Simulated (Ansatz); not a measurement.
Two members of one family (AlSb nanocrystals, H-capped), computed with Ansatz in the gas phase; def2 core potentials for Sb, no spin–orbit coupling. The two geometries come from different levels. Levels of anions in sets without diffuse functions are rough. The structures are stationary points that may keep the symmetry of their start.

First: Al5Sb4H16⁻, cut from zinc blende, disc (singlet, charge -1, PBE-D4/def2-SVP geometry).

```xyz
25

Sb   -1.212    0.472   -2.005
Sb    1.757    2.155    0.284
Sb   -1.986   -0.388    1.910
Sb    1.392   -1.932    0.203
Al   -3.339    0.379   -0.345
Al    0.185    2.776   -1.871
Al    0.233   -1.820   -2.257
Al    3.278   -0.078    0.737
Al   -0.242   -2.468    2.283
H    -1.980    0.626   -3.542
H     0.784    2.379    1.684
H     2.760    3.523    0.591
H    -3.102   -0.390    3.224
H    -1.150    1.018    2.448
H     2.336   -3.373    0.127
H    -3.980    1.829   -0.059
H    -4.304   -0.868   -0.681
H    -0.724    4.043   -1.464
H     1.230    2.904   -3.092
H     1.381   -1.592   -3.365
H    -0.784   -3.061   -2.410
H     4.399   -0.027   -0.421
H     3.727   -0.062    2.284
H    -1.128   -3.788    2.020
H     0.468   -2.256    3.714
```

```tsv
level	HOMO (eV)	LUMO (eV)	gap (eV)
PBE-D4/def2-SVP	-3.13	0.49	3.63
PBE0-D4/def2-SVP	-4.10	1.12	5.22
```

Second: Al5Sb4H16⁻, cut from zinc blende (singlet, charge -1, r2SCAN-D4/def2-SVP geometry).

```xyz
25

Al    1.997   -0.766    2.600
Al    2.727    1.514   -1.262
Al    0.477   -2.480   -1.373
Al   -2.810   -1.082    1.504
Al   -2.080    1.197   -2.358
Sb    2.224   -0.851   -0.080
Sb   -0.629   -0.024    2.771
Sb    0.165    2.452   -1.429
Sb   -1.846   -1.118   -1.008
H     2.868    0.403    3.267
H     2.035   -2.235    3.239
H     3.548    2.520   -0.323
H     3.181    1.317   -2.787
H     0.386   -3.873   -0.586
H     0.831   -2.487   -2.935
H    -2.937   -2.562    2.104
H    -4.022   -0.052    1.697
H    -1.803    0.987   -3.923
H    -3.345    2.066   -1.897
H     3.722   -1.651   -0.263
H    -1.016    0.114    4.428
H    -0.673    1.655    2.471
H     0.233    3.987   -2.174
H    -0.228    3.065    0.113
H    -3.006   -2.094   -1.796
```

Q: What does the change do? Estimate second minus first.

A: 
```csv
level,Δ HOMO (eV),Δ LUMO (eV),Δ gap (eV)
PBE-D4/def2-SVP,0.02,0.07,0.04
PBE0-D4/def2-SVP,0.02,0.07,0.05
```
